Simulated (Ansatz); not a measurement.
```xyz
11

C    -0.274   -0.527   -1.678
W     0.704   -0.242    0.149
C    -0.495    0.791    1.516
S     1.152   -2.145    0.964
S     2.449    0.907   -0.204
H    -0.522    0.453   -2.102
H     0.336   -1.071   -2.403
H    -1.191   -1.099   -1.500
H    -0.752    1.768    1.090
H     0.002    0.954    2.475
H    -1.408    0.211    1.694
```

Total charge 0; spin multiplicity 1. W: def2 effective core potential.

Q: List the PBE0/def2-TZVPP orbital energies in eV (the Gaussian-basis code of Ansatz). (Estimate.)

A: Ansatz gave: Occupied: -2422.18, -2422.18, -278.36, -278.36, -217.53, -217.53, -161.29, -161.29, -161.29, -161.29, -161.24, -161.24, -83.02, -45.97, -45.96, -45.78, -19.95, -19.66, -18.98, -18.62, -12.17, -12.17, -12.12, -11.84, -9.93, -9.81, -9.55, -9.35, -8.72, -8.53, -7.82, -7.17. Lowest empty: -2.89, -2.42, -1.31, -0.71, -0.70, 0.22, 1.83, 2.27.
